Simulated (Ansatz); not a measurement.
Reaction (homolysis of the B–F bond): `CB(F)O[SiH3]` → `C[B]O[SiH3]`• + F•

Calculated with Ansatz (gas phase, PBE0-D4/def2-TZVP geometries, no zero-point term in ΔE). CBS: MP2 limit from def2 TZ/QZ plus the TZ coupled-cluster correction, frozen cores. This one scheme is used for every species, atoms too. No spin–orbit coupling; open shells (•) take unrestricted orbitals. Spin–orbit coupling would lower the free atoms: a little for F. Each species was taken in one conformer, which may not be the lowest.

| species | CCSD(T)/CBS(def2) energy (Eh) |
| --- | --- |
| `CB(F)O[SiH3]` | -530.66692 |
| `C[B]O[SiH3]`• | -430.72237 |
| F• | -99.66871 |

Task: Work out ΔE.

Result: ΔE = (-430.72237) + (-99.66871) − (-530.66692) = 0.27584 Eh = +724.2 kJ/mol.

Largest T1 diagnostic among the species: 0.014.

From BLYP to BHLYP (50 % exact exchange), in def2-TZVPP and without D4, ΔE moves by −21.2 kJ/mol: exact exchange takes away binding that semilocal exchange gives to molecules. At CCSD(T), def2-SVP lies −26.1 kJ/mol from the extrapolated value and def2-TZVPP −15.4 kJ/mol: correlation converges slowly with the basis, and small sets miss more of it in the bonded molecule than in its fragments.
